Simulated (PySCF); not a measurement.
Harmonic spectrum computed at PBE0 in the def2-SVP basis family (core potentials from Rb on, PySCF, no spin–orbit coupling):

```
symmetry  ω (cm⁻¹)  IR (km/mol)
      b2       146          9.3
      b1       222          7.5
      a1       314          0.9
      b2       801         50.3
      a1       944         42.8
      a1       976         40.8
```

Q: Which molecule gave it? In each, all ligands are bound to the one heavy central atom.
A. IO₃ (doublet)
B. IrO₃ (doublet)
C. RuO₃ (singlet)
D. MnO₃ (doublet)

A: B. It has C2v symmetry with Ir–O 1.687 Å, Ir–O 1.719 Å (×2).
